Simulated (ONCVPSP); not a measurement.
Reading a pseudo-wave (Os (Z = 76))

Columns: radius, all-electron u(r) and pseudo u(r) of the 5p shell (level -50.84 eV) of osmium in the configuration [Kr] 4d10 4f14 5s2 5p6 5d6 6s2; PBE, scalar-relativistic, ONCV scheme, ONCVPSP 4.0.1.

```json
{"r (bohr)": "0.100", "all-electron": "0.2204", "pseudo": "0.0261"}
{"r (bohr)": "0.200", "all-electron": "0.1478", "pseudo": "0.1012"}
{"r (bohr)": "0.300", "all-electron": "-0.4552", "pseudo": "0.2170"}
{"r (bohr)": "0.400", "all-electron": "-0.5354", "pseudo": "0.3607"}
{"r (bohr)": "0.500", "all-electron": "-0.2084", "pseudo": "0.5171"}
{"r (bohr)": "0.600", "all-electron": "0.2289", "pseudo": "0.6702"}
{"r (bohr)": "0.700", "all-electron": "0.6078", "pseudo": "0.8054"}
{"r (bohr)": "0.800", "all-electron": "0.8724", "pseudo": "0.9117"}
{"r (bohr)": "0.900", "all-electron": "1.0225", "pseudo": "0.9817"}
{"r (bohr)": "1.000", "all-electron": "1.0797", "pseudo": "1.0129"}
{"r (bohr)": "1.100", "all-electron": "1.0697", "pseudo": "1.0070"}
{"r (bohr)": "1.200", "all-electron": "1.0158", "pseudo": "0.9693"}
{"r (bohr)": "1.300", "all-electron": "0.9362", "pseudo": "0.9072"}
{"r (bohr)": "1.400", "all-electron": "0.8443", "pseudo": "0.8289"}
{"r (bohr)": "1.500", "all-electron": "0.7491", "pseudo": "0.7424"}
{"r (bohr)": "1.600", "all-electron": "0.6564", "pseudo": "0.6541"}
{"r (bohr)": "1.700", "all-electron": "0.5695", "pseudo": "0.5690"}
{"r (bohr)": "1.800", "all-electron": "0.4905", "pseudo": "0.4904"}
{"r (bohr)": "1.900", "all-electron": "0.4198", "pseudo": "0.4197"}
{"r (bohr)": "2.000", "all-electron": "0.3575", "pseudo": "0.3575"}
{"r (bohr)": "2.100", "all-electron": "0.3033", "pseudo": "0.3032"}
{"r (bohr)": "2.200", "all-electron": "0.2564", "pseudo": "0.2563"}
{"r (bohr)": "2.300", "all-electron": "0.2162", "pseudo": "0.2161"}
{"r (bohr)": "2.400", "all-electron": "0.1818", "pseudo": "0.1818"}
{"r (bohr)": "2.500", "all-electron": "0.1526", "pseudo": "0.1526"}
{"r (bohr)": "2.600", "all-electron": "0.1279", "pseudo": "0.1278"}
```

Task: How many radial nodes do the two functions have?

Result: The all-electron 5p function has n − l − 1 = 3 (the table is too coarse to show those close to the nucleus); the pseudo-wave has 0, since the states of the same l below it are removed with the core.

Task: At about which radius was the pseudo-wave matched?

Result: 1.85 bohr, where the columns begin to agree (steps of 0.10 bohr).

Task: Is the pseudo-wave norm-conserving?

Result: Yes: the ONCV scheme keeps the norm inside the radius equal to the all-electron one, which fixes the energy derivative of the logarithmic derivative at the level.
